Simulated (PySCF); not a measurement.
A geometry optimisation, step by step.

Species: CH8N2Si2.
Numbering: `[CH2:1]=[N:2][SiH2:3][NH:4][SiH3:5]` (hydrogens: H6, H7 on C1; H8, H9 on Si3; H10 on N4; H11, H12, H13 on Si5)

Method: PBE0-D3(BJ)/def2-SVP geometry optimisation, gas phase (PySCF); density fitting, grid level 1; the optimiser is geomeTRIC in internal coordinates, started from a GFN2-xTB structure with every atom displaced at random (about 0.01 Å). 7 of its 18 geometries are shown. The frame can shift and turn from step to step; on so coarse a grid that alone can change the energy by a few meV, and forces under 0.02 eV/Å are noise.

Step 0: E = -19883.6457 eV, largest atomic force 2.783 eV/Å
```
atom  x, y, z in Å  |  force x, y, z in eV/Å
C1      2.968   -0.398   -0.092   -2.295   1.570   0.108
N2      1.768   -0.402   -0.510    1.190  -0.204   0.102
Si3     0.399    0.651   -0.295    1.151  -0.413   0.367
N4     -0.817   -0.462    0.062   -1.946   0.050   0.494
Si5    -2.522   -0.119    0.323    1.204  -0.013   0.294
H6      3.634   -1.152   -0.405    1.311  -1.437  -0.453
H7      3.374    0.387    0.571    0.187   0.049   0.149
H8      0.488    1.633    0.801    0.029   0.431   0.289
H9      0.275    1.327   -1.563   -0.158   0.626  -0.882
H10    -0.636   -1.422   -0.160    0.353  -0.602  -0.281
H11    -3.182    0.404   -0.866   -0.454   0.218  -0.633
H12    -3.127   -1.375    0.748   -0.428  -0.517   0.179
H13    -2.618    0.911    1.376   -0.142   0.243   0.267
```

Step 3: E = -19883.8836 eV, largest atomic force 0.164 eV/Å
```
atom  x, y, z in Å  |  force x, y, z in eV/Å
C1      2.982   -0.324   -0.079   -0.013   0.114   0.112
N2      1.826   -0.449   -0.562    0.086  -0.117  -0.074
Si3     0.436    0.588   -0.364   -0.026   0.051   0.061
N4     -0.871   -0.493   -0.009   -0.047  -0.010  -0.036
Si5    -2.528   -0.138    0.384    0.003  -0.016   0.075
H6      3.768   -1.069   -0.296    0.036  -0.045  -0.027
H7      3.303    0.508    0.588   -0.009  -0.020  -0.026
H8      0.560    1.595    0.741   -0.009   0.008  -0.010
H9      0.283    1.329   -1.653    0.001   0.001  -0.019
H10    -0.686   -1.448   -0.311    0.010   0.023  -0.044
H11    -3.313    0.432   -0.758   -0.014  -0.003  -0.011
H12    -3.184   -1.409    0.813   -0.013   0.003   0.008
H13    -2.571    0.862    1.494   -0.004   0.011  -0.009
```

Step 6: E = -19883.9011 eV, largest atomic force 0.156 eV/Å
```
atom  x, y, z in Å  |  force x, y, z in eV/Å
C1      2.938   -0.300    0.011   -0.005  -0.066  -0.124
N2      1.852   -0.487   -0.605   -0.028   0.136   0.070
Si3     0.443    0.558   -0.472    0.014  -0.073   0.042
N4     -0.894   -0.503   -0.161    0.066   0.027  -0.049
Si5    -2.489   -0.145    0.436   -0.001   0.001   0.025
H6      3.786   -0.996   -0.130    0.001   0.007   0.039
H7      3.134    0.544    0.707    0.002   0.002   0.030
H8      0.541    1.556    0.644   -0.020   0.006  -0.005
H9      0.346    1.306   -1.764    0.014  -0.030  -0.009
H10    -0.757   -1.427   -0.565   -0.059   0.005  -0.018
H11    -3.396    0.482   -0.581    0.003  -0.017  -0.003
H12    -3.123   -1.418    0.892    0.007   0.001   0.008
H13    -2.376    0.813    1.577    0.006   0.002  -0.006
```

Step 8: E = -19883.9169 eV, largest atomic force 0.285 eV/Å
```
atom  x, y, z in Å  |  force x, y, z in eV/Å
C1      2.840   -0.276    0.147    0.071  -0.143  -0.065
N2      1.876   -0.480   -0.644   -0.062   0.226   0.161
Si3     0.442    0.550   -0.631    0.092  -0.118  -0.057
N4     -0.937   -0.475   -0.409    0.036   0.029  -0.019
Si5    -2.385   -0.176    0.509   -0.018  -0.008   0.012
H6      3.736   -0.929    0.133   -0.058   0.019  -0.025
H7      2.877    0.539    0.903    0.000   0.020   0.005
H8      0.450    1.546    0.490   -0.014   0.002  -0.003
H9      0.455    1.277   -1.937   -0.006  -0.026  -0.002
H10    -0.917   -1.327   -0.965   -0.046   0.019  -0.017
H11    -3.479    0.485   -0.273    0.011  -0.011  -0.005
H12    -2.921   -1.475    1.017    0.004  -0.004   0.012
H13    -2.033    0.723    1.647   -0.009  -0.004   0.001
```

Step 11: E = -19883.9412 eV, largest atomic force 0.093 eV/Å
```
atom  x, y, z in Å  |  force x, y, z in eV/Å
C1      2.701   -0.306    0.334   -0.002   0.040  -0.003
N2      1.828   -0.421   -0.569   -0.005  -0.045   0.015
Si3     0.442    0.633   -0.787    0.013   0.025   0.000
N4     -1.029   -0.270   -0.679   -0.080  -0.038   0.029
Si5    -2.228   -0.279    0.585    0.015  -0.006  -0.014
H6      3.536   -1.028    0.409    0.018  -0.013   0.002
H7      2.710    0.498    1.105   -0.004  -0.007  -0.005
H8      0.372    1.702    0.262    0.006   0.004  -0.004
H9      0.608    1.222   -2.147   -0.007   0.011  -0.003
H10    -1.198   -0.932   -1.433    0.043   0.022  -0.030
H11    -3.533    0.307    0.143   -0.004   0.000  -0.002
H12    -2.505   -1.675    1.046    0.002   0.005   0.012
H13    -1.699    0.532    1.720    0.004   0.003   0.002
```

Step 14: E = -19883.9440 eV, largest atomic force 0.073 eV/Å
```
atom  x, y, z in Å  |  force x, y, z in eV/Å
C1      2.571   -0.326    0.427   -0.005   0.001   0.006
N2      1.736   -0.446   -0.511   -0.003  -0.029  -0.010
Si3     0.435    0.690   -0.845   -0.024   0.007  -0.001
N4     -1.116   -0.081   -0.795    0.058   0.018  -0.041
Si5    -2.107   -0.380    0.604   -0.029  -0.004   0.020
H6      3.360   -1.086    0.582   -0.003   0.010  -0.002
H7      2.585    0.518    1.153    0.004   0.004   0.004
H8      0.432    1.805    0.158    0.019   0.002   0.006
H9      0.673    1.192   -2.228   -0.002   0.012   0.001
H10    -1.386   -0.546   -1.659   -0.029  -0.022   0.025
H11    -3.515    0.079    0.392    0.007   0.000  -0.010
H12    -2.165   -1.827    0.982    0.009   0.001  -0.005
H13    -1.498    0.390    1.729   -0.002   0.000   0.006
```

Step 17: E = -19883.9454 eV, largest atomic force under 0.02 eV/Å
```
atom  x, y, z in Å  |  force x, y, z in eV/Å
C1      2.584   -0.324    0.410    0.004  -0.006   0.003
N2      1.748   -0.452   -0.526   -0.002   0.009  -0.003
Si3     0.439    0.683   -0.837    0.011  -0.007  -0.005
N4     -1.106   -0.098   -0.784   -0.009   0.003   0.006
Si5    -2.123   -0.368    0.604    0.000   0.000  -0.002
H6      3.386   -1.073    0.561   -0.004   0.000  -0.003
H7      2.590    0.517    1.139    0.000   0.001  -0.002
H8      0.442    1.780    0.186   -0.003  -0.001   0.002
H9      0.667    1.212   -2.211    0.002   0.001   0.001
H10    -1.369   -0.591   -1.634    0.004   0.000  -0.001
H11    -3.527    0.080    0.347   -0.001  -0.003  -0.001
H12    -2.182   -1.809    1.005    0.001   0.001   0.003
H13    -1.544    0.425    1.727   -0.001   0.002   0.000
```

**Question.** Summarise the path.

**Answer.** The energy falls by 28.91 kJ/mol from step 0 to step 17; nine tenths of that is first reached at step 8. It falls at every step. The largest force goes from 2.783 to under 0.02 eV/Å. Among the bonds C1–H6 changes most, from 1.053 to 1.107 Å; the atoms move by 0.981 Å rms after alignment.

The cost below is that of the whole optimisation. Hardware: Arm Neoverse V1, one thread (shared host). Cost: 1.7 min wall, 0.51 GiB resident at most.
